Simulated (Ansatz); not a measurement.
Basis-set series for C4H12Se4Si (`C[Se][Si]([Se]C)([Se]C)[Se]C`). Charge 0, multiplicity 1. Geometry: relaxed with PBE0-D4/def2-TZVP. It is one conformer, not always the lowest.

| functional | basis | functions | energy (Eh) | HOMO (eV) | LUMO (eV) |
| --- | --- | --- | --- | --- | --- |
| PBE0-D4 | def2-SVP | 262 | -10052.68040 | -6.32 | -0.66 |
| PBE0-D4 | def2-TZVPP | 526 | -10054.13904 | -6.39 | -0.89 |
| ωB97M-V | def2-SVP | 262 | -10053.44353 | -8.43 | 1.25 |
| ωB97M-V | def2-TZVPP | 526 | -10054.90946 | -8.51 | 0.88 |

(1) Give the rows for def2-QZVPP. (Estimate.)

Results:

(1) The calculation gave: 
```tsv
functional	basis	functions	energy (Eh)	HOMO (eV)	LUMO (eV)
PBE0-D4	def2-QZVPP	1014	-10054.35915	-6.40	-0.95
ωB97M-V	def2-QZVPP	1014	-10055.12277	-8.51	0.73
```

Positive LUMOs are unbound and depend on the basis. Scalar relativity is left out up to krypton.

Program: Ansatz 0.2.0.
